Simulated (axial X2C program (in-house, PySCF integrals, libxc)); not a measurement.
## What spin–orbit coupling does to BeB⁻

Computed with an in-house relativistic program for diatomic molecules. Spin-free means the one-electron spin-free X2C Hamiltonian; two-component (2c) means X2C with spin–orbit coupling and atomic mean-field two-electron Coulomb and Gaunt terms, so the difference of the two also holds small scalar two-electron terms. Basis: B dyall-av3z [8s7p3d2f], Be dyall-av3z [9s9p4d2f] (cores contracted in-house); Gaussian nuclei, density fitting, unrestricted open shells. Masses: B 11.009 u, Be 9.012 u.

Spin-free state: M_S = 2, Λ = 0 (beyond evenly filled blocks: 2 × σα, π+α, π-α); fragments B- + Be.

| level | Re (Å) | ωe (cm⁻¹) | μ (D) |
| --- | --- | --- | --- |
| HF | 1.730 | 970.0 | -0.55 |
| MP2 | 1.739 | 925.6 | n/a |
| CCSD(T) | 1.746 | 907.4 | n/a |

Correlated methods: 6 electrons correlated (number of frozen shells: B 1 s; Be 1 s), 218 virtual spin orbitals or spinors in MP2, 90 natural virtuals in coupled cluster.

Dipoles are positive if Be is the positive end and refer to the centre of mass.

Two-component determinant lowest at the distance of the search:

Ω = 2 (⟨Sz⟩ = 2.00, ⟨Lz⟩ = 0.00 at HF); fragments B- + Be.

```tsv
level	Re (Å)	ωe (cm⁻¹)	μ (D)
HF	1.730	970.0	-0.55
MP2	1.739	925.5	n/a
CCSD(T)	1.746	907.3	n/a
```

From the two tables, how do the constants change at the CCSD(T) level (2c against spin-free)?

At the CCSD(T) level Re is unchanged within 0.001 Å and ωe doesn't move by more than 0.2 cm⁻¹.

De is not given where an atomic determinant may have missed its ground term or J level, or where the truncated virtual space spoils (T). CCSD and (T) use frozen natural virtuals with an MP2 correction for the truncation; (T) itself is uncorrected, so its De runs slightly low. The spin of this state cannot come from the lowest atoms; the curve heads to a higher limit, and no De is given. The state is one determinant with fixed occupations, lowest in a PBE0 search at one distance only: followed along the bond, the 2c determinant Ω = 1 reaches 0.09 eV lower at PBE0, at Re = 1.623 Å, so the state shown is not the lowest. With several unpaired electrons one determinant need not be a pure state. A state of lower Ω lies just above, and one determinant can place such states too high, so the state shown need not be the lowest. The search has Ω = 1 only 0.10 eV up. Open-shell Ω = 0 determinants with evenly filled partner blocks cannot be reached by this program, so the Ω shown need not be the lowest component.
